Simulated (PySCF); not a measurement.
Br3In, charge -1, doublet, geometry from GFN2-xTB (such geometries of metal compounds can be far from the true shape) (a state made from the parent by changing its charge; the spin is typed, not shown lowest) (all electrons, no relativity). Base run: TPSS/3-21G (PySCF).

Geometry (Å):
```xyz
4

In    -0.2421     0.2663     0.5443
Br    -1.9192    -1.6227    -0.4249
Br     0.1071     2.1478    -1.3684
Br     2.1511    -0.8980     1.0312
```
Charge -1, spin multiplicity 2.
Orbitals are unrestricted.
All else is at PySCF's defaults.
Base energy -13402.08633 Eh.

The base run was repeated with changes; each row names its change, and settings that it needs were set with it.

```tsv
change	ΔE vs base (mEh)	grid points	electrons on the grid	outcome
base	0.000	83152	155.00000	converged
grids.radi_method = mura_knowles	-0.013	76696	155.00000	converged
grids.atom_grid = (150, 974)	-0.015	281904	155.00001	converged
grids.becke_scheme = stratmann	-0.001	83152	155.00000	converged
grids.atom_grid = (50, 194)	-4.801	24568	155.00002	converged
grids.atom_grid = (30, 110)	167.9	9768	154.98779	converged
grids.radi_method = gauss_chebyshev	0.010	82024	155.00000	converged
grids.level = 1	0.113	30088	155.00000	converged
grids.level = 4	-0.017	122688	155.00000	converged
grids.prune = dft.gen_grid.sg1_prune	-	-	-	input refused
grids.level = 7	-0.010	350776	155.00000	converged
```

Open shells are given as the SCF converged; they aren't shown to be the lowest states, and a large step between rows can be another state.

- grids.prune = dft.gen_grid.sg1_prune: ended with `IndexError: index 49 is out of bounds for axis 0 with size 19`
